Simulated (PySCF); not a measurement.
## Electronic absorption of C5H8P2

Compound: C5H8P2.
Cartesian coordinates in Å at the GFN2-xTB level; atoms count from 1:
```
atom  x, y, z in Å
C1    -2.450    0.268   -1.276
C2    -1.911   -0.529   -0.562
C3    -1.233   -1.443    0.321
P4    -0.401   -0.573    1.765
P5     0.172    1.275    0.761
C6     1.401    0.562   -0.368
C7     2.715    0.627   -0.214
H8    -2.936    0.946   -1.912
H9    -0.457   -1.993   -0.224
H10   -1.936   -2.168    0.741
H11   -1.579   -0.002    2.267
H12    1.081    1.609    1.773
H13    0.971    0.121   -1.260
H14    3.165    1.083    0.653
H15    3.393    0.224   -0.949
```

Method used: TDDFT CAM-B3LYP/def2-SVPD, vertical, gas phase, core orbitals frozen in the response (PySCF).

```json
{"state": "S1", "λ (nm)": "245.8", "E (eV)": "5.04", "f": "0.129", "|μ| (D)": "2.60", "main configurations (H = HOMO, L = LUMO)": "H→L (93%)"}
{"state": "S2", "λ (nm)": "226.2", "E (eV)": "5.48", "f": "0.072", "|μ| (D)": "1.86", "main configurations (H = HOMO, L = LUMO)": "H→L+1 (83%)"}
{"state": "S3", "λ (nm)": "208.0", "E (eV)": "5.96", "f": "0.062", "|μ| (D)": "1.66", "main configurations (H = HOMO, L = LUMO)": "H→L+2 (53%), H→L+3 (23%)"}
{"state": "S4", "λ (nm)": "200.7", "E (eV)": "6.18", "f": "0.026", "|μ| (D)": "1.04", "main configurations (H = HOMO, L = LUMO)": "H→L+3 (52%), H-1→L (11%), H→L+2 (10%)"}
{"state": "S5", "λ (nm)": "198.7", "E (eV)": "6.24", "f": "0.0021", "|μ| (D)": "0.29", "main configurations (H = HOMO, L = LUMO)": "H-1→L (32%), H→L+2 (11%), H→L+3 (8%)"}
{"state": "S6", "λ (nm)": "193.6", "E (eV)": "6.41", "f": "0.015", "|μ| (D)": "0.77", "main configurations (H = HOMO, L = LUMO)": "H-1→L+1 (28%), H-1→L (28%)"}
{"state": "S7", "λ (nm)": "186.7", "E (eV)": "6.64", "f": "0.025", "|μ| (D)": "0.99", "main configurations (H = HOMO, L = LUMO)": "H-2→L+3 (18%), H-1→L+3 (15%)"}
{"state": "S8", "λ (nm)": "186.0", "E (eV)": "6.67", "f": "0.040", "|μ| (D)": "1.26", "main configurations (H = HOMO, L = LUMO)": "H→L+4 (32%), H-1→L+3 (9%), H→L+2 (8%)"}
```

Triplets, Tamm–Dancoff:

| state | E (eV) | λ (nm) | main configurations (H = HOMO, L = LUMO) |
| --- | --- | --- | --- |
| T1 | 3.89 | 319.0 | H→L (65%), H-3→L (14%) |
| T2 | 4.55 | 272.5 | H→L+1 (31%), H→L+2 (21%), H-3→L (15%) |
| T3 | 4.90 | 252.8 | H→L+1 (39%), H→L (10%), H→L+3 (9%) |

The lowest singlet comes at 246 nm (487 kJ/mol) in the ultraviolet; it is of moderate strength; its leading configuration is HOMO→LUMO (93%). The lowest level is also the most intense of those listed (f = 0.129). Löwdin shares by element: HOMO phosphorus 71%, carbon 16% or more; LUMO carbon 46% or more, phosphorus 29% (atoms not listed hold the other 25%). Orbital energies (eV): HOMO-3 -9.48, HOMO-2 -9.40, HOMO-1 -8.68, HOMO -7.58, LUMO 0.44, LUMO+1 1.01, LUMO+2 1.39. Of the 8 states listed, 7 reach f = 0.01 and none stays under 0.0005. The listed states span 1.62 eV, and the widest gap between neighbours is 0.48 eV (S2 to S3). No computed singlet lies in the visible range (380 to 750 nm); the lowest, at 246 nm, stands 1.78 eV above its violet end (3.26 eV). Only the lowest 8 singlets were computed, as vertical energies without vibronic structure.

One conformer stands for the species.
